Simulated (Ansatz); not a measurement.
`CB[SiH2]SC` + NH₃ → `CBN` + `CS[SiH3]` at 700 K and 1 bar (cleavage of the B–Si bond).

Gas-phase electronic energies from Ansatz, PBE0-D4/def2-TZVP geometries. CCSD(T)/CBS is the MP2 limit (def2-TZVPP, def2-QZVPP) plus CCSD(T) − MP2 in def2-TZVPP, frozen cores. This one scheme is used for every species. Each species was taken in one conformer, which may not be the lowest.

```tsv
species	CCSD(T)/CBS energy (Eh)	H − E (kJ/mol)	S (J/(mol·K))
`CB[SiH2]SC`	-793.17470	374.0	547.2
NH₃	-56.50880	116.9	226.5
`CBN`	-121.21267	256.5	356.6
`CS[SiH3]`	-728.52947	230.7	406.0
```

H − E and S are ideal-gas, rigid-rotor, harmonic terms from PBE0-D4/def2-TZVP, for one conformer and one mirror image of each species. 1 Eh = 2625.50 kJ/mol, R = 8.31446 J/(mol·K).

**Question.** By hand: ΔE, ΔH, ΔS and ΔG.

**Answer.** ΔE = (-121.21267) + (-728.52947) − (-793.17470) − (-56.50880) = -0.05864 Eh = -154.0 kJ/mol. Δ(H − E) = 256.5 + 230.7 − 374.0 − 116.9 = -3.7, so ΔH = -157.7 kJ/mol. ΔS = 356.6 + 406.0 − 547.2 − 226.5 = -11.1 J/(mol·K). ΔG = -157.7 − 700 × (-11.1)/1000 = -149.9 kJ/mol.

**Question.** By hand: the equilibrium constant, and the temperature at which ΔG would vanish if ΔH and ΔS stayed fixed.

**Answer.** log₁₀ K = −ΔG/(RT ln 10) = 11.2. ΔG = 0 at ΔH/ΔS = 14207 K, far beyond where these terms or the molecules hold.

The number of gas molecules stays the same, so ΔS is small and ΔH decides. A doubt of 5 kJ/mol in ΔE shifts log₁₀ K by 0.4 here. Other conformers and mirror images would add mixing entropy, several J/(mol·K) or more a flexible species. Modes under 60 cm⁻¹, often nearly free rotors, make the harmonic entropy too high. These are equilibria of isolated gas molecules and say nothing of rates. Largest T1 diagnostic: 0.011 (customary marks: 0.02 for closed shells, 0.045 for open ones).
